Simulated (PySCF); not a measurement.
A calculated (M06-2X, PySCF 2.14, x2c-TZVPall, scalar relativity by spin-free X2C-1e) atom or ion has these occupied shells.

```
shell  electrons  orbital energy (eV)  rms radius, mean of both spins (bohr)
 1s α          1             -29162.3                                 0.0333
 1s β          1             -29162.2                                 0.0333
 2s α          1              -4451.4                                  0.136
 2s β          1              -4451.4                                  0.136
 2p α          3              -4002.6                                  0.121
 2p β          3              -4002.6                                  0.121
 3s α          1              -881.75                                  0.363
 3s β          1              -881.72                                  0.363
 3p α          3              -733.98                                  0.363
 3p β          3              -733.94                                  0.363
 3d α          5              -503.14                                  0.341
 3d β          5              -503.13                                  0.341
 4s α          1              -153.65                                  0.872
 4s β          1              -153.60                                  0.872
 4p α          3              -107.65                                  0.949
 4p β          3              -107.59                                  0.949
 4d α          5              -39.316                                   1.18
 4d β          5              -39.215                                   1.18
 5s α          1              -20.172                                   2.52
 5s β          1              -18.610                                   2.52
 5p α          1              -12.558                                   3.11
```

(1) Name the element and its charge.

## Answers

(1) Sn⁺ (tin, charge +1), in [Kr] 4d10 5s2 5p1, 2P determinant.
